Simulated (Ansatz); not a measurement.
Basis sets compared for Ag3H3⁺ (the lowest doublet isomer of a short search). Total charge 1; doublet. Geometry B3LYP-D4/def2-TZVP. Ansatz on 4 threads of Arm Neoverse V2 on a shared host; times are rough, and most runs start from earlier orbitals.

Cartesian coordinates in Å:
```
Ag 4.2268 0.7936 1.2686
Ag 1.4595 0.4599 1.0779
Ag -1.1108 -0.1572 -0.1536
H -1.8617 -0.5927 -1.9549
H -2.4186 -0.8593 -1.4942
H -0.2952 0.3557 1.2562
```

In the def2 sets Ag takes a core potential; there is no spin–orbit coupling. In the doublet, H4 and H5 lie 0.77 Å apart (atoms count from 1), so H2 has formed as a molecule. No other spin state of charge 1 was run. The structure comes from a short search, and lower isomers may exist.

| level | functions | energy (Eh) | HOMO (eV) | LUMO (eV) | wall time |
| --- | --- | --- | --- | --- | --- |
| PBE-D4/def2-SVP | 108 | -442.4487 | -9.84 | -9.22 | 2.1 s |
| PBE0-D4/def2-SVP | 108 | -442.4039 | -10.44 | -8.06 | 3 s |

Estimate the rows for PBE-D4/def2-TZVP, PBE0-D4/def2-TZVP (with forces).


```csv
level,functions,energy (Eh),HOMO (eV),LUMO (eV),wall time
PBE-D4/def2-TZVP,138,-442.5667,-9.89,-9.26,2.5 s
PBE0-D4/def2-TZVP (with forces),138,-442.5165,-10.48,-8.07,4 s
```
